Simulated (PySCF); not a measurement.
SnH3, SMILES [SnH3], multiplicity 2. Atoms are numbered in the order given.

```xyz
4

Sn     0.0000     0.0000    -0.0330
H      1.4046    -0.8110     0.5506
H      0.0000     1.6219     0.5506
H     -1.4046    -0.8110     0.5506
```
Charge 0, spin multiplicity 2.

Geometry optimised at B3LYP-D3(BJ)/def2-TZVPD. The spin state was assumed, not searched. The isomer is the one that the SMILES or the coordinates give; other isomers of the formula were not compared. The def2 effective core potentials stand for the cores of Sn; spin–orbit coupling is left out.

Computed with PBE0/def2-TZVPD run with PySCF.

Mulliken values depend strongly on the basis, most of all with diffuse functions as here. ESP charges are fitted to the potential on shells at 1.4 to 2.0 van der Waals radii. Atomic charges (e):

```tsv
atom	Mulliken	ESP fit	Mulliken spin
Sn1	0.09	?	0.85
H2	-0.03	?	0.05
H3	-0.03	?	0.05
H4	-0.03	?	0.05
```

Task: Complete the blanks. (The exact figures need the calculation; the answer reports its results.)

Result: 
- Sn1, ESP fit: 0.12
- H2, ESP fit: -0.04
- H3, ESP fit: -0.04
- H4, ESP fit: -0.04
